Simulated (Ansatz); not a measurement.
One change: `O[SiH](F)[TeH]` becomes `O[SiH](F)[SiH2][SiH3]`.

Ansatz, PBE0-D4/def2-TZVP geometries, multiplicity 1. Each molecule was computed in one conformer, which needn't be the lowest.

Elements past krypton have def2 core potentials.

| property | `O[SiH](F)[TeH]` |
| --- | --- |
| HOMO–LUMO gap (PBE/def2-TZVPP) / eV | 4.13 |
| size of the dipole moment (B3LYP/def2-TZVPP) / D | 1.14 |
| size of the dipole moment (PBE/def2-TZVPP) / D | 1.10 |
| HOMO energy (PBE/def2-TZVPP) / eV | -5.78 |
| LUMO energy (PBE0/def2-TZVPP) / eV | -0.84 |
| size of the dipole moment (ωB97M-V/def2-TZVPP) / D | 1.08 |

(1) Give the same properties after the change, and the shifts. (An estimate is asked.)

## Answers

(1) Ansatz gave: 
| property | `O[SiH](F)[SiH2][SiH3]` | shift |
| --- | --- | --- |
| HOMO–LUMO gap (PBE/def2-TZVPP) / eV | 5.43 | 1.30 |
| size of the dipole moment (B3LYP/def2-TZVPP) / D | 1.60 | 0.46 |
| size of the dipole moment (PBE/def2-TZVPP) / D | 1.50 | 0.40 |
| HOMO energy (PBE/def2-TZVPP) / eV | -6.76 | -0.98 |
| LUMO energy (PBE0/def2-TZVPP) / eV | -0.52 | 0.32 |
| size of the dipole moment (ωB97M-V/def2-TZVPP) / D | 1.60 | 0.52 |

With PBE0 the HOMO falls by 1.10 eV and the LUMO rises by 0.32 eV, so the gap widens by about 1.42 eV. PBE moves the HOMO by -0.98 eV and ωB97M-V by -1.02 eV. The zero-point energy changes by 91.1 kJ/mol with +15 modes. Dipoles are sizes alone; their direction can turn.

B3LYP here is the variant with VWN-RPA as its local correlation; programs differ in this.

Spin–orbit coupling is left out; it splits and shifts lone-pair levels of the heavy atoms by tenths of an eV.
